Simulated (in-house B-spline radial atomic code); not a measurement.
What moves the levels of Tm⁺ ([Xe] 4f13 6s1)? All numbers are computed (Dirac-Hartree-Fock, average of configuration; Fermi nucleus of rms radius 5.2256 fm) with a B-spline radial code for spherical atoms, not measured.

Baseline run (computed): total energy -13574.1047 hartree, 1s1/2 at -2195.97 hartree, 6s1/2 at -11.188 eV with <r> = 3.805 bohr.

Scaling the speed of light c (a factor of 100 is close to the non-relativistic limit):

```json
{"c/c0": "0.9", "ΔE (hartree)": "-176.72", "6s1/2 level (eV)": "-11.4196", "6s1/2 <r> (bohr)": "3.73"}
{"c/c0": "0.98", "ΔE (hartree)": "-30.139", "6s1/2 level (eV)": "-11.2267", "6s1/2 <r> (bohr)": "3.792"}
{"c/c0": "1.02", "ΔE (hartree)": "28.042", "6s1/2 level (eV)": "-11.1525", "6s1/2 <r> (bohr)": "3.817"}
{"c/c0": "1.5", "ΔE (hartree)": "372.98", "6s1/2 level (eV)": "-10.7381", "6s1/2 <r> (bohr)": "3.961"}
{"c/c0": "100", "ΔE (hartree)": "634.38", "6s1/2 level (eV)": "-10.4493", "6s1/2 <r> (bohr)": "4.069"}
```

Changing the nucleus:

| nucleus | ΔE (eV) |
| --- | --- |
| Gaussian nucleus of rms radius 5.2256 fm | -0.248 |
| uniform spherical nucleus of rms radius 5.2256 fm | 0.0662 |
| Gaussian nucleus of rms radius 0.01 fm | -40 |
| Fermi nucleus of rms radius 5.1211 fm | -1.36 |
| Fermi nucleus of rms radius 5.3301 fm | 1.38 |

A larger nucleus binds the electrons less, roughly as the density at the nucleus times the change of the nuclear <r²>. At equal rms radius the shape enters only through higher moments. A radius of 0.01 fm is nearly a point.

(1) The nuclear charge is raised by 0.1. What does the Hellmann-Feynman theorem predict for the energy, and what is found?

Results:

(1) dE/dZ ≈ -Σ<1/r>, which is -487.566 at the start and -488.64 at the end; their mean times 0.1 is -48.81 hartree, and the two runs differ by -48.808 hartree.
